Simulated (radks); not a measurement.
The numbers below are computed, except where a source is named.
Ca3+, 17 electrons, occupied as [Ne] 3s2 3p4 5d1 (not the ground configuration). Level of theory: scalar-relativistic Kohn-Sham, LDA (Slater exchange, Perdew-Wang correlation), spin-unpolarised, spherical densities, finite nucleus; Fermi nuclear charge, rms radius 3.4776 fm (a radial shooting solver on a logarithmic mesh with Libxc functionals). Some entries of the table are withheld. Estimate them.

orbital,occ.,eigenvalue (hartree),<r> (bohr),<1/r> (bohr^-1)
1s,2,-146.7264,0.07701,19.70
2s,2,-17.10278,0.3648,4.041
2p,6,-14.22781,(1),3.953
3s,2,(2),1.099,1.279
3p,4,(3),1.163,1.176
5d,1,-0.36497,6.623,(4)

Answer. 
(1) 2p <r> (bohr): 0.3275
(2) 3s eigenvalue (hartree): -3.38709
(3) 3p eigenvalue (hartree): -2.65737
(4) 5d <1/r> (bohr^-1): 0.2135
